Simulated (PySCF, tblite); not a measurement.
Compound: C₈H₇F₂P.
Numbering: `[CH3:1]/[C:2]([F:3])=[P:4]\[c:5]1[cH:6][cH:7][c:8]([F:9])[cH:10][cH:11]1` (hydrogens: H12, H13, H14 on C1; H15 on C6; H16 on C7; H17 on C10; H18 on C11)

The geometry is computed with GFN2-xTB (gas phase).

(1) List the bond lengths, angles and torsions at this level.

Answers

(1) 
| bond | length (bohr) |
| --- | --- |
| C1–C2 | 2.811 |
| C2–F3 | 2.567 |
| C2=P4 | 3.179 |
| P4–C5 | 3.467 |
| C5–C6, C5–C11 | 2.630 |
| C6–C7, C10–C11 | 2.612 |
| C7–C8, C8–C10 | 2.615 |
| C8–F9 | 2.548 |
| C1–H12, C1–H13, C1–H14 | 2.058 |
| C6–H15, C11–H18 | 2.042 |
| C7–H16, C10–H17 | 2.038 |

Bonds in one row agree within 0.02 bohr and their mean is given. A selection of angles:
| angle | degrees |
| --- | --- |
| C2–C1–H12 | 110.5 |
| C2–C1–H13 | 111.1 |
| H12–C1–H13 | 109.1 |
| H12–C1–H14 | 107.4 |
| C1–C2–F3 | 111.9 |
| C1–C2–P4 | 133.3 |
| F3–C2–P4 | 114.7 |
| C2–P4–C5 | 100.2 |
| P4–C5–C6 | 121.0 |
| P4–C5–C11 | 119.4 |
| C6–C5–C11 | 119.5 |
| C5–C6–C7 | 120.5 |
| C5–C6–H15 | 119.7 |
| C7–C6–H15 | 119.8 |
| C6–C7–C8 | 118.7 |
| C6–C7–H16 | 121.5 |
| C8–C7–H16 | 119.8 |
| C7–C8–F9 | 119.0 |
| C7–C8–C10 | 122.0 |

Torsions: C1–C2–P4–C5 5° (synperiplanar); C2–P4–C5–C6 64° (synclinal). The mirror-image conformer, all signs reversed, is as good.

P4 (phosphorus bonded to 2 C) is bent (angle 100.2°). The 6-membered ring C5–C6–C7–C8–C10–C11 has internal angles of 118.6° to 122.0°; it is planar, 0.01 Å rms from its mean plane, widest ring torsion 2°. The C–P distances run from 1.682 Å (C2=P4, drawn double) to 1.835 Å (P4–C5, drawn single), a spread of 0.153 Å. Of the pairs four or more bonds apart, C5···H13 is among the closest relative to their van der Waals radii: 2.60 Å, 90 % of the sum of Bondi's values. The 7 C–C bonds span 1.382 Å (C6–C7, aromatic) to 1.487 Å (C1–C2, drawn single), a spread of 0.105 Å.

Point group: C1 (no symmetry element, even within 0.4 Å). Its GFN2-xTB frequencies are all real (lowest 35 cm⁻¹). One conformer, not necessarily the lowest. 2 starts were optimised and ended at 0.00 and 0.03 kcal/mol (GFN2-xTB); the lowest of these is shown.
